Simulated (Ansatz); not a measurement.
System: InI2, charge 0, multiplicity 2. It need not be the lowest isomer of its formula. 
Structure (B3LYP-D3(BJ)/def2-TZVP (Ansatz, a first-principles code) minimum search):
SMILES: [I][In][I]
```xyz
3

In     0.7797     0.3819     0.2539
I     -0.7476     1.6431    -1.6656
I      0.0268    -1.9962     1.4308
```
Charge 0, spin multiplicity 2.

Basis-set convergence of Hartree-Fock and CCSD correlation energies (hartree) with Ansatz. Valence correlation only, unless marked. Open shells are spin-unrestricted. No spin-orbit coupling. The frozen core is the preceding noble-gas configuration, with the filled d and f shells of earlier blocks. In def2 rows, elements after Kr have scalar-relativistic effective core potentials.

```tsv
basis	functions	E(HF)	E(corr, CCSD)
def2-SVP	78	-782.62935	-0.24938
def2-TZVPP	150	?	?
```

What belongs in the gaps?


- def2-TZVPP, E(HF): -782.65302
- def2-TZVPP, E(corr, CCSD): -0.34343
